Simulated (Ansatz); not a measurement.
Basis-set extrapolation for `FB(S)O[SiH3]` (PBE0-D4/def2-TZVP geometry, frozen core, Ansatz). Multiplicity 1, RHF reference.

```json
{"": "HF", "def2-TZVPP": "-888.085316", "def2-QZVPP": "-888.115237"}
{"": "MP2 correlation", "def2-TZVPP": "-0.874374", "def2-QZVPP": "-0.949193"}
{"": "CCSD(T) correlation", "def2-TZVPP": "-0.948738", "def2-QZVPP": "not run"}
```

Energies in hartree. Use E(X) = E(∞) + A·exp(−7.88·√X) for Hartree–Fock and E(X) = E(∞) + B·X^(−2.97) for correlation, with X = 3 and 4, and add CCSD(T) minus MP2 of the smaller set to the MP2 limit.

Question: What is the CCSD(T) energy at the basis-set limit?

Answer: HF limit: -888.115237 + (-0.029921) × 0.13774 = -888.11936. MP2 limit: -0.949193 + (-0.074819) × 0.74074 = -1.00461. Higher-order term: -0.948738 − (-0.874374) = -0.07436. Total: -889.19833 hartree, 4.47 eV below CCSD(T)/def2-TZVPP.
